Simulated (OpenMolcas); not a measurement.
Ions of charge +3 along the 4f row with 6 chloride ligands in octahedral coordination

```json
{
 "Program": "OpenMolcas 26.06",
 "Method": "CASSCF",
 "Spin-orbit coupling": "state interaction with AMFI integrals over the reference wave functions"
}
```

The f shell is active. Anionic complexes are neutralised by point charges behind the ligands. Distances were set from a Shannon-type radius of the metal (high-spin where two are listed) plus a fixed donor radius (Cl 1.76 Å). Ligand basis ANO-RCC-VTZP, DKH2 Hamiltonian. States (labels of O, the rotations of Oh). Energies in cm-1 above the lowest state or level, χT in cm3 K/mol; under a threefold ground state the first gap can be a small split of the lowest multiplet, not the spin-orbit step. Free-ion χT is g² J(J+1) / 8 for Hund's level.

```csv
Ion,Shell,R (Å),Metal basis,Outer charge (e at Å behind ligand),Ground state,First state of that spin,First gap with spin-orbit (degeneracies),Width of lowest J,χT at 300 K,Free-ion χT
Ce3+,4f1,2.77,ANO-RCC-VTZP,0.5 at 3.2,2A2,2T2 272.1,"454.7 (2, 4)",455,0.634,0.804
Pm3+,4f4,2.73,ANO-RCC-VTZP,0.5 at 2.8,5T2,5A1 21.4,"143.7 (3, 1)",173,0.964,0.900
Sm3+,4f5,2.72,ANO-RCC-VTZP,0.5 at 2.8,6T1,6E 85.0,"91.6 (2, 4)",92,0.306,0.089
Eu3+,4f6,2.71,ANO-RCC-VTZP,0.5 at 2.6,7T1,7T2 304.2,"368.5 (1, 3)",,1.318,0
Gd3+,4f7,2.7,ANO-RCC-VTZP,0.5 at 3.2,8A1,,,,7.852,7.875
Tb3+,4f8,2.68,ANO-RCC-VTZP,0.5 at 2.6,7A2,7T2 158.0,"22.8 (1, 3)",209,11.712,11.812
Dy3+,4f9,2.67,ANO-RCC-VTZP,0.5 at 2.4,6T1,6T2 161.7,"18.5 (2, 4)",212,13.977,14.167
Ho3+,4f10,2.66,ANO-RCC-VTZP,0.5 at 2.4,5A2,5T2 55.2,"6.4 (2, 3)",140,13.864,14.062
Yb3+,4f13,2.63,ANO-RCC-VTZP,0.5 at 2.6,2T1,2T2 181.2,"113.4 (2, 4)",221,2.527,2.571
```

The rows also differ in their outer charges, so part of each step comes from that.

χT departs most from the free-ion value for Eu3+, by +1.318 cm3 K/mol.

High states are left out of the spin-orbit mixing, which shifts the levels that they would mix with (holds for Pm3+; Sm3+; Eu3+; Tb3+; Dy3+; Ho3+). Without dynamic correlation the ligand-field splitting of an f shell can come out too small, at times by half (holds for Pm3+; Sm3+; Eu3+; Tb3+; Dy3+; Ho3+; Yb3+). No quartet enters the spin-orbit mixing, so the splitting and order within the octet and the sextets are unsound, and g values and χT are rough (holds for Gd3+). No measured value stands beside these numbers; the geometry was imposed, not optimised, and the real ion may take another.
